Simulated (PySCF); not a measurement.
B(H)(OH)(SiH3) (BH5OSi), SMILES [SiH3]BO. Geometry: B3LYP-D3(BJ)/def2-TZVP. The values are those of a single conformer.

All values below come from PySCF with B3LYP-D3(BJ)/def2-TZVP.

Harmonic wavenumbers (cm⁻¹): 99, 224, 419, 502, 664, 687, 879, 904, 948, 951, 1009, 1183, 1334, 2182, 2206, 2208, 2589, 3795. Rotational constants (GHz): 33.60, 4.474, 4.136; symmetry number 1.

Q: Work out the zero-point energy and the ideal-gas rigid-rotor harmonic-oscillator thermochemistry at 298.15 K and 1 atm.

A: ZPE = ½ Σ hcν = ½ × 22783 cm⁻¹ = 136.27 kJ/mol. H − E(el) = 152.19 kJ/mol. Entropy in J/(mol K): translation 159.80, rotation 99.42, vibration 34.71, total 293.93. G − E(el) = 64.55 kJ/mol. Cp = 78.50 J/(mol K). Modes under 150 cm⁻¹ make the vibrational entropy uncertain.
